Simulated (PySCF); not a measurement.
Which level of theory gave which numbers?

C3H7NSi.
InChI=1S/C3H7NSi/c5-2-3-1-4-3/h1,3H,2H2,5H3/t3-/m1/s1

The closed-shell ground state was solved 5 times with PySCF (density fitting, gas phase), always with PBE0, in these basis sets: 6-311+G(2d,p), 6-31G*, STO-3G, cc-pVDZ and pcSseg-0. Isolated species at its PBE0-D3(BJ)/def2-SVP geometry (one conformer only).

```json
{"row": "P", "total energy (Eh)": "-462.4128", "HOMO (eV)": "-7.78", "LUMO (eV)": "-0.80", "dipole (D)": "2.26"}
{"row": "Q", "total energy (Eh)": "-462.3639", "HOMO (eV)": "-7.58", "LUMO (eV)": "-0.40", "dipole (D)": "2.15"}
{"row": "R", "total energy (Eh)": "-461.5792", "HOMO (eV)": "-7.82", "LUMO (eV)": "-0.76", "dipole (D)": "2.46"}
{"row": "S", "total energy (Eh)": "-456.8883", "HOMO (eV)": "-5.72", "LUMO (eV)": "2.43", "dipole (D)": "1.74"}
{"row": "T", "total energy (Eh)": "-462.3339", "HOMO (eV)": "-7.53", "LUMO (eV)": "-0.27", "dipole (D)": "2.26"}
```

Q: Which basis belongs to which row?

A: P = 6-311+G(2d,p), Q = cc-pVDZ, R = pcSseg-0, S = STO-3G, T = 6-31G*. From the lowest total energy up: 6-311+G(2d,p) (185 functions) 0 eV; cc-pVDZ (109 functions) +1.33 eV; 6-31G* (88 functions) +2.15 eV; pcSseg-0 (63 functions) +22.68 eV; STO-3G (36 functions) +150.33 eV.

The values belong to the conformer `[SiH3:1][CH2:2][C@H:3]1[CH:4]=[N:5]1`: Si1–C2–C3–C4 -32°.
